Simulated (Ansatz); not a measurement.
A run for Ansatz (a first-principles code): U-B3LYP/def2-TZVPP on I2, a point of a bond scan (R = 2.425 Å). Elements past Kr take the def2 small-core potentials; no spin–orbit coupling.

Ansatz 0.2 input:
```yaml
crystal:
  periodic: [false, false, false]
  atoms:
    - {symbol: I, position_ang: [-0.00000000, -0.00000000, -1.34740410]}
    - {symbol: I, position_ang: [0.00000000, 0.00000000, 1.07792328]}
basis:
  gaussian:
    orbitals: def2-TZVPP
hamiltonian:
  xc: {name: B3LYP}
magnetization: {spin_polarized: true, initial_magnetization: 0}
```

Output:

```
WARN ansatz: RAYON_NUM_THREADS=1 ignored (pool sized by the plan → 1); use --threads N
Functional definition: B3LYP
integrals: 0.03 GiB planned
822 factors; their error is unknown
mean field: 0.44 GiB planned
mean field evaluation 1: about -16206.7158 eV, gradient 4.5e0 eV
mean field evaluation 2: about -16206.7709 eV, gradient 3.3e0 eV
mean field evaluation 4: about -16206.7949 eV, gradient 2.2e-1 eV
mean field evaluation 8: about -16207.2381 eV, gradient 1.2e-2 eV
mean field -16207.23807043 eV, -595.6050134277 hartree, gradient 2.6e-6 eV, S^2 0.000000; 0 other end points of the search recorded, 0 dependent functions left out
reference -16207.23824628 eV, -595.6050198903 hartree; 25, 25 occupied and 75, 75 virtual orbitals, 822 factors
Total energy: -16207.23824628 eV, -595.6050198903 hartree
```

The calculation finished and met its thresholds.

Cost: about 2.3 core-seconds (a rough figure).
